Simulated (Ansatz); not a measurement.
Born–Oppenheimer molecular dynamics of Cl2H2Zn (5 atoms, charge 0, multiplicity 1). It starts at the highest image of a converged band, a first-order saddle point between two minima.

All numbers below come from RKS LDA/def2-SVP (Ansatz).

| Quantity | Value |
| --- | --- |
| ensemble | NVE (velocity Verlet) |
| time step | 0.5 fs |
| steps asked | 200 |
| starting velocities drawn for | 100 K |
| seed | 3051 |

First frame:

```xyz
5
Properties=species:S:1:pos:R:3
Zn -0.624 0.000 -0.102
Cl 0.194 0.000 2.153
Cl 0.421 0.000 -1.896
H -2.035 0.000 0.747
H -1.241 0.000 1.601
```

(1) How far do the bonds stretch over the last three quarters of this one trajectory? (Pairs bonded in most of those frames.)

Results:

(1) 
```tsv
bond	mean (Å)	spread (Å)	shortest	longest
Zn1–Cl2	2.136	0.150	1.94	2.37
Zn1–Cl3	2.075	0.043	1.98	2.12
H4–H5	0.836	0.078	0.77	1.07
```

Pairs bonded in part of these frames only: Zn1–H4 25 %, Zn1–H5 26 %, H4–H5 81 %.

Mean temperature of the second half: 1162 K. The conserved energy stayed within 0.024 meV per atom of its start (net change -0.0036 meV per atom), so the integration is sound. The kinetic energy rose, since the run started high on the potential surface and went downhill. It ends in pieces (Cl2Zn + H2), so much of that is their flight and rotation, not heat. A run of 0.1 ps of so small a system gives no equilibrium averages. The orbitals stay closed-shell, which can raise the energy where a bond breaks towards radicals; this wasn't checked here.

The run took 4.3 min on 1 thread of Arm Neoverse V1 (shared host), peak memory 0.16 GiB.
